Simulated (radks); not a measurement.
Question: These are the eigenvalues of the occupied orbitals of an atom or ion with whole-number occupations (Ry). All-electron calculation, scalar-relativistic Kohn-Sham, exchange-only LDA, spin-polarised, spherical densities, point nucleus. Program: a radial shooting solver on a logarithmic mesh with Libxc functionals.

| orbital | eigenvalue |
|---|---|
| 1s up | -4936.608 |
| 1s down | -4936.529 |
| 2s up | -960.0951 |
| 2s down | -960.0461 |
| 2p up | -860.7277 |
| 2p down | -860.6613 |
| 3s up | -320.3912 |
| 3s down | -320.3071 |
| 3p up | -290.5966 |
| 3p down | -290.5043 |
| 3d up | -256.4134 |
| 3d down | -256.3306 |
| 4s up | -153.7984 |
| 4s down | -153.3610 |
| 4p up | -142.4994 |

Which element is it, and in what charge state? The configuration may be excited. Open shells, if any, are filled with parallel spins first.

Answer: Z = 72, hafnium, charge +41: Hf41+ in [Ar] 3d10 4s2 4p1. The list shows which subshells hold electrons but not how many an open one holds; the 1s level, -2468.3 hartree, gives Z - s = 70.3 by -(Z - s)^2/2, which with screening and relativity narrows Z to a few neighbours, and the depths of the outer levels then fix element, charge and occupations together.
